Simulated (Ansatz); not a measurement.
Species: C$_{3}$H$_{5}$N, SMILES `C=C=NC` (charge 0, multiplicity 1).

Problem. Give a relaxed geometry from PBE0-D4/def2-TZVP run with Ansatz (a quantum-chemistry and plane-wave program).

Solution. the end point of this relaxation (outside a Z-matrix the atoms follow the SMILES, hydrogens last).
Cartesian coordinates (Å) in one orientation:
```xyz
9

C     -1.976     0.016    -0.143
C     -0.699    -0.108    -0.399
N      0.463    -0.246    -0.711
C      1.577    -0.004     0.180
H     -2.540    -0.824     0.241
H     -2.479     0.957    -0.318
H      2.165    -0.920     0.262
H      2.220     0.759    -0.263
H      1.264     0.318     1.178
```
